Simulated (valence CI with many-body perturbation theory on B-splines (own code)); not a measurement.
# Lu LXVI: calculated level list

Computed by configuration interaction combined with many-body perturbation theory (CI+MBPT): four valence electrons over a frozen Dirac-Fock core [He], a basis of 11 s, 11 p, 9 d, 7 f, 5 g, 2 h, 1 i functions for each j, with the one-electron correlation potential Σ1, the two-electron term Σ2, the three-electron term Σ3, Breit, model QED; selected CI, second order for the rest (own B-spline code, finite nucleus).

The last digits are not significant, and no measured levels were compared; by estimate large intervals hold to a few tenths of a per cent, small ones and those within an open d or f shell to about a per cent. Among the levels kept, up to 290 cm⁻¹ of a level comes from second order outside the variational space, and about a tenth of that is noise between levels of different J, which matters for small intervals.

Levels 1 to 45 of 114, with energies above the lowest level, (2s^2 2p1/2^2) J=0. "Leading %" is the weight of the configuration and term that name the level; weights of strongly mixed levels are sums over their largest components and can fall short. In the jj column 3d3/2^4 stands for four electrons in 3d with j = 3/2.

```csv
No.,Configuration,Term,J,E (eV),Leading %,Second component,g,Leading jj
1,2s2.2p2,3P,0,0,68,32 % 2s2.2p2 1S,,2s^2 2p1/2^2 (100 %)
2,2s2.2p2,3P,1,1165,100,,1.471,2s^2 2p1/2 2p3/2 (100 %)
3,2s2.2p2,1D,2,1183,65,35 % 2s2.2p2 3P,1.138,2s^2 2p1/2 2p3/2 (100 %)
4,2s.2p3,3P°,2,1447,48,27 % 2s.2p3 5S°,1.499,2s 2p1/2^2 2p3/2 (100 %)
5,2s.2p3,3D°,1,1531,31,30 % 2s.2p3 1P°,1.111,2s 2p1/2^2 2p3/2 (100 %)
6,2s2.2p2,3P,2,2370,65,35 % 2s2.2p2 1D,1.293,2s^2 2p3/2^2 (99 %)
7,2s2.2p2,1S,0,2429,68,32 % 2s2.2p2 3P,,2s^2 2p3/2^2 (99 %)
8,2s.2p3,5S°,2,2585,50,46 % 2s.2p3 3D°,1.548,2s 2p1/2 2p3/2^2 (100 %)
9,2s.2p3,3D°,3,2629,100,,1.297,2s 2p1/2 2p3/2^2 (100 %)
10,2s.2p3,3P°,0,2687,100,,,2s 2p1/2 2p3/2^2 (100 %)
11,2s.2p3,3S°,1,2709,52,43 % 2s.2p3 3D°,1.300,2s 2p1/2 2p3/2^2 (100 %)
12,2s.2p3,1D°,2,2718,74,21 % 2s.2p3 3D°,1.048,2s 2p1/2 2p3/2^2 (100 %)
13,2s.2p3,3P°,1,2723,63,33 % 2s.2p3 1P°,1.299,2s 2p1/2 2p3/2^2 (100 %)
14,2p4,3P,2,3017,68,32 % 2p4 1D,1.308,2p1/2^2 2p3/2^2 (99 %)
15,2p4,1S,0,3080,64,35 % 2p4 3P,,2p1/2^2 2p3/2^2 (99 %)
16,2s.2p3,3P°,2,3849,51,18 % 2s.2p3 5S°,1.433,2s 2p3/2^3 (100 %)
17,2s.2p3,1P°,1,3930,36,25 % 2s.2p3 3D°,1.159,2s 2p3/2^3 (100 %)
18,2p4,3P,1,4197,100,,1.471,2p1/2 2p3/2^3 (100 %)
19,2p4,1D,2,4216,68,32 % 2p4 3P,1.123,2p1/2 2p3/2^3 (100 %)
20,2p4,3P,0,5429,65,35 % 2p4 1S,,2p3/2^4 (100 %)
21,2s2.2p.3s,3P°,0,9443,100,,,2s^2 2p1/2 3s (100 %)
22,2s2.2p.3s,3P°,1,9446,67,33 % 2s2.2p.3s 1P°,1.304,2s^2 2p1/2 3s (100 %)
23,2s2.2p.3p,3D,1,9526,74,22 % 2s2.2p.3p 1P,0.636,2s^2 2p1/2 3p1/2 (100 %)
24,2s2.2p.3p,3P,0,9571,67,32 % 2s2.2p.3p 1S,,2s^2 2p1/2 3p1/2 (99 %)
25,2s.2p2.3s,5P,1,9699,41,31 % 2s.2p2.3s 3S,2.006,2s 2p1/2^2 3s (98 %)
26,2s.2p2.3s,3P,0,9736,68,31 % 2s.2p2.3s 1S,,2s 2p1/2^2 3s (99 %)
27,2s.2p2.3p,3P°,1,9791,33,21 % 2s.2p2.3p 5D°,1.345,2s 2p1/2^2 3p1/2 (99 %)
28,2s.2p2.3p,3P°,0,9792,52,42 % 2s.2p2.3p 5D°,,2s 2p1/2^2 3p1/2 (99 %)
29,2s2.2p.3p,3D,2,9892,52,32 % 2s2.2p.3p 1D,1.146,2s^2 2p1/2 3p3/2 (100 %)
30,2s2.2p.3p,3P,1,9894,48,30 % 2s2.2p.3p 3S,1.501,2s^2 2p1/2 3p3/2 (99 %)
31,2s2.2p.3d,3F°,2,9955,75,20 % 2s2.2p.3d 1D°,0.743,2s^2 2p1/2 3d3/2 (100 %)
32,2s2.2p.3d,3D°,1,9980,50,32 % 2s2.2p.3d 1P°,0.828,2s^2 2p1/2 3d3/2 (99 %)
33,2s2.2p.3d,3P°,2,10060,47,35 % 2s2.2p.3d 3D°,1.283,2s^2 2p1/2 3d5/2 (98 %)
34,2s2.2p.3d,3F°,3,10064,46,32 % 2s2.2p.3d 1F°,1.094,2s^2 2p1/2 3d5/2 (100 %)
35,2s.2p2.3p,3P°,2,10152,35,19 % 2s.2p2.3p 5P°,1.498,2s 2p1/2^2 3p3/2 (98 %)
36,2s.2p2.3p,3D°,1,10157,31,21 % 2s.2p2.3p 1P°,1.135,2s 2p1/2^2 3p3/2 (99 %)
37,2s.2p2.3d,3D,1,10214,46,36 % 2s.2p2.3d 5F,0.468,2s 2p1/2^2 3d3/2 (100 %)
38,2s.2p2.3d,3D,2,10219,31,17 % 2s.2p2.3d 5F,1.114,2s 2p1/2^2 3d3/2 (98 %)
39,2s.2p2.3d,3D,3,10316,38,17 % 2s.2p2.3d 5D,1.331,2s 2p1/2^2 3d5/2 (100 %)
40,2s.2p2.3d,3F,2,10333,27,22 % 2s.2p2.3d 1D,1.029,2s 2p1/2^2 3d5/2 (98 %)
41,2s2.2p.3s,3P°,2,10651,98,,1.471,2s^2 2p3/2 3s (98 %)
42,2s2.2p.3s,1P°,1,10659,66,32 % 2s2.2p.3s 3P°,1.127,2s^2 2p3/2 3s (98 %)
43,2s2.2p.3p,3P,1,10751,50,27 % 2s2.2p.3p 3S,1.453,2s^2 2p3/2 3p1/2 (97 %)
44,2s2.2p.3p,3D,2,10753,47,32 % 2s2.2p.3p 1D,1.148,2s^2 2p3/2 3p1/2 (97 %)
45,2s.2p2.3s,5P,2,10833,84,8 % 2s.2p2.3s 3P,1.724,2s 2p1/2 2p3/2 3s (99 %)
```

The ionisation energy to 2s2.2p 2P°_1/2 of the next ion comes out as 16732 eV (NIST: 16730 ± 30 eV (theoretical)). All 114 levels together are meant to be complete up to 11529 eV.
